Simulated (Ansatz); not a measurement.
Geometry optimisation, Ansatz, RKS B3LYP/STO-3G.

Input:

```yaml
crystal:
  periodic: [false, false, false]
  atoms:
    - { symbol: Si, position_ang: [0.0, 0.0, 0.0] }
    - { symbol: "N", position_ang: [0.0, 0.0, 1.82] }
    - { symbol: C, position_ang: [-1.2162, -0.3762, 2.555] }
    - { symbol: H, position_ang: [-1.8642, -0.9999, 1.9045] }
    - { symbol: H, position_ang: [-0.9378, -0.9533, 3.4614] }
    - { symbol: H, position_ang: [-1.7663, 0.5401, 2.8549] }
    - { symbol: C, position_ang: [1.2162, 0.3762, 2.555] }
    - { symbol: H, position_ang: [1.4641, -0.4163, 3.2916] }
    - { symbol: H, position_ang: [2.0585, 0.4943, 1.8418] }
    - { symbol: H, position_ang: [1.0457, 1.3351, 3.0874] }
    - { symbol: Si, position_ang: [2.0935, 0.0, -0.7393] }
    - { symbol: H, position_ang: [2.5508, -1.3762, -0.9079] }
    - { symbol: H, position_ang: [2.1573, 0.6939, -2.0222] }
    - { symbol: H, position_ang: [2.951, 0.6823, 0.2255] }
    - { symbol: C, position_ang: [-0.8808, 1.5259, -0.6227] }
    - { symbol: H, position_ang: [-1.9334, 1.2723, -0.8671] }
    - { symbol: H, position_ang: [-0.8624, 2.3106, 0.1622] }
    - { symbol: H, position_ang: [-0.3704, 1.9025, -1.5336] }
    - { symbol: Si, position_ang: [-1.0456, -1.8115, -0.7393] }
    - { symbol: H, position_ang: [-1.7029, -2.4846, 0.3772] }
    - { symbol: H, position_ang: [-2.0454, -1.4265, -1.7311] }
    - { symbol: H, position_ang: [-0.0777, -2.7173, -1.3511] }
basis:
  gaussian: { orbitals: STO-3G }
hamiltonian:
  xc: b3lyp
relax:
  f_tol: 0.02
  max_steps: 40
output:
  orbitals: {}
```

Launched with:

```bash
$ ansatz run input.yaml --threads 1 --pin off --max-ram 2048MiB --backend cpu --events-out ev --progress --plain --runs-dir out
```

Where does it end, and by what steps?

The forces met the threshold. The force dipped under the threshold on the way, but the program's further checks kept it going. Limits of this set-up: minimal basis. After 32 steps the energy has fallen by 0.619 eV; H20 moved furthest, 1.48 Å.

```json
{"step": "0", "energy less start (eV)": "0.0000", "largest force component (eV/Å)": "3.075", "accepted": "yes"}
{"step": "2", "energy less start (eV)": "-0.4398", "largest force component (eV/Å)": "0.191", "accepted": "yes"}
{"step": "4", "energy less start (eV)": "-0.5149", "largest force component (eV/Å)": "0.498", "accepted": "yes"}
{"step": "6", "energy less start (eV)": "-0.5760", "largest force component (eV/Å)": "0.199", "accepted": "yes"}
{"step": "8", "energy less start (eV)": "-0.5955", "largest force component (eV/Å)": "0.065", "accepted": "yes"}
{"step": "10", "energy less start (eV)": "-0.5985", "largest force component (eV/Å)": "0.047", "accepted": "yes"}
{"step": "12", "energy less start (eV)": "-0.5999", "largest force component (eV/Å)": "0.196", "accepted": "no"}
{"step": "14", "energy less start (eV)": "-0.6047", "largest force component (eV/Å)": "0.083", "accepted": "yes"}
{"step": "16", "energy less start (eV)": "-0.6077", "largest force component (eV/Å)": "0.106", "accepted": "yes"}
{"step": "18", "energy less start (eV)": "-0.6085", "largest force component (eV/Å)": "0.276", "accepted": "no"}
{"step": "20", "energy less start (eV)": "-0.6118", "largest force component (eV/Å)": "0.012", "accepted": "yes"}
{"step": "22", "energy less start (eV)": "-0.6141", "largest force component (eV/Å)": "0.124", "accepted": "yes"}
{"step": "24", "energy less start (eV)": "-0.6167", "largest force component (eV/Å)": "0.041", "accepted": "yes"}
{"step": "26", "energy less start (eV)": "-0.6178", "largest force component (eV/Å)": "0.109", "accepted": "yes"}
{"step": "28", "energy less start (eV)": "-0.6188", "largest force component (eV/Å)": "0.005", "accepted": "yes"}
{"step": "30", "energy less start (eV)": "-0.6180", "largest force component (eV/Å)": "0.143", "accepted": "no"}
{"step": "32", "energy less start (eV)": "-0.6194", "largest force component (eV/Å)": "0.015", "accepted": "yes"}
```

```xyz
22
Properties=species:S:1:pos:R:3
Si 0.061 -0.094 0.025
N 0.232 -0.463 1.777
C -1.058 -0.665 2.520
H -1.674 -1.418 1.998
H -0.841 -1.045 3.536
H -1.669 0.258 2.635
C 1.103 0.483 2.552
H 1.280 0.077 3.565
H 2.082 0.584 2.050
H 0.675 1.504 2.674
Si 2.148 0.029 -0.865
H 2.966 -1.095 -0.471
H 2.070 0.025 -2.308
H 2.837 1.238 -0.475
C -0.823 1.562 -0.255
H -1.835 1.560 0.172
H -0.274 2.397 0.200
H -0.920 1.778 -1.328
Si -1.171 -1.752 -0.920
H -2.562 -1.689 -0.530
H -1.123 -1.643 -2.361
H -0.668 -3.060 -0.565
```

Whether the end is a true minimum wasn't checked by a vibrational analysis.

Time of the run: 4.6 min on 1 thread of Arm Neoverse V1, with other jobs on the host, peak memory 0.18 GiB.
